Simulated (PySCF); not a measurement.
Molecule: `CN(C)c1coc(=O)o1`, C5H7NO3.

Bonds (- single, = double, # triple, : aromatic): C1-N2, N2-C3, N2-C4, C4=C5, C5-O6, O6-C7, C7=O8, C7-O9, O9-C4. C1 carries H10, H11, H12; C3 carries H13, H14, H15; C5 carries H16.

Frames of a GFN2-xTB Langevin trajectory at 300 K; GIAO PBE0/pcSseg-1 shieldings in PySCF 2.14.0 with density-fitted response routines, gas phase, non-relativistic; equivalent atoms averaged within each frame.

δ = σ(ref) − σ, references computed at the same level: TMS for $^{13}$C (186.93 ppm) and $^{1}$H (31.72 ppm); NH3 for $^{15}$N (267.73 ppm); $^{17}$O (336.08 ppm) vs H2O. The references are static minima.

**Question.** How do the shifts (ppm) fluctuate along the trajectory?

**Answer.** 
```csv
time (fs),C4,C7,C5,C1/C3,N2,O8,O9,O6,H16,H10/H11/H12/H13/H14/H15
optimised geometry,156.3,155.7,108.1,37.9,60.3,291.6,234.5,205.5,6.18,2.76
250,160.9,154.6,115.9,39.7,50.8,296.0,249.2,184.9,6.78,3.25
425,151.7,157.3,113.7,35.8,53.5,295.6,221.6,246.6,5.96,2.85
625,160.0,156.1,119.4,43.7,75.2,297.6,228.9,233.8,7.37,3.30
800,158.0,153.7,117.6,38.3,56.5,285.1,264.5,215.4,6.11,2.71
1000,153.7,158.1,107.3,48.9,54.9,307.1,241.5,201.7,6.77,3.53
mean of frames,156.8,156.0,114.8,41.3,58.2,296.3,241.1,216.5,6.60,3.13
standard deviation,4.0,1.8,4.7,5.1,9.7,7.8,16.9,24.6,0.57,0.34
```

5 frames give an uncertainty of the mean of about the standard deviation over 2.2 at best, since frames this close in time may not be independent; classical motion lacks zero-point vibration, and the reference would need the same averaging.
